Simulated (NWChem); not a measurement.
Species: C4H4S2; SMILES Sc1cccs1

```xyz
10

S      0.1861    -2.1188    -0.3901
C     -0.0675    -0.3799    -0.1665
C     -1.2671     0.2635     0.0134
C     -1.1385     1.6826     0.0754
C      0.1571     2.1038    -0.0625
S      1.2439     0.7745    -0.2878
H      0.6637    -2.4093     0.8435
H     -2.2067    -0.2701     0.1019
H     -1.9741     2.3583     0.2225
H      0.5350     3.1177    -0.0414
```
Atoms are numbered in this order, from 1.

Results from NWChem. Pople sets run with spherical d functions. Geometry: optimised at B3LYP/6-31G* (spherical d). GIAO values for the isolated, static molecule; σ is the absolute isotropic shielding, δ = σ(reference) − σ with the isolated reference molecule computed at the same levels (13C: tetramethylsilane, 1H: tetramethylsilane).

For level LDA (Slater exchange, VWN5)/pcSseg-1:

```yaml
"δ C2 (ppm)": 144.0
"δ C3 (ppm)": 146.4
"δ C4 (ppm)": 136.0
"δ C5 (ppm)": 144.5
"δ H7 (ppm)": 3.82
```

Question: What are these values for level B3LYP/6-311G**?

Answer: δ C2 (ppm): 141.1
δ C3 (ppm): 142.8
δ C4 (ppm): 131.0
δ C5 (ppm): 141.1
δ H7 (ppm): 3.59
